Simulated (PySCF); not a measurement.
Levels of Ru³¹⁺ from EOM-EA-GCCSD

Reference: closed-shell Ru³²⁺, [Ne] 3s2; one electron is added. Calculated with PySCF 2.14, two-component X2C-1e with screened spin-orbit coupling, an even-tempered Gaussian basis (18 s from 1.9 bohr⁻², ratio 2.6; 13 p from 2.4 bohr⁻², ratio 2.6; 6 d from 2.5 bohr⁻², ratio 2.8; 4 f from 36 bohr⁻², ratio 2.8); frozen 1s2; the 48 highest virtual spinors dropped; of the others 56 kept and the rest restored at second order. No Breit or QED terms. Binding energies in eV.

```json
{"level": "3p1/2", "Koopmans": "1810.2", "second order": "1812.1", "EOM-CCSD": "1811.8"}
{"level": "3p3/2", "Koopmans": "1777.6", "second order": "1779.7", "EOM-CCSD": "1779.7"}
{"level": "3d3/2", "Koopmans": "1661.9", "second order": "near a pole", "EOM-CCSD": "1660.2"}
{"level": "3d5/2", "Koopmans": "1655.4", "second order": "near a pole", "EOM-CCSD": "1650.5"}
```

Electric-dipole lines between these computed levels:

```csv
lower,upper,ΔE (eV),vacuum wavelength (nm)
3p1/2,3d3/2,151.63,8.177
3p3/2,3d3/2,119.49,10.38
3p3/2,3d5/2,129.19,9.597
```

In EOM-CCSD the overlap with the one-orbital guess is low for 3d3/2 (weight 0.72), 3d5/2 (weight 0.80). That can mean mixing with two-particle, one-hole states, where second order and EOM-CCSD lose accuracy, or only a rotation among the degenerate components of the shell; the terms of those configurations are not listed.

For comparison, the ionisation energy of Ru³¹⁺ is 1794 ± 8 eV (semi-empirical (NIST evaluation); NIST Atomic Spectra Database, ionization energies).

Only part of the computed levels is shown.
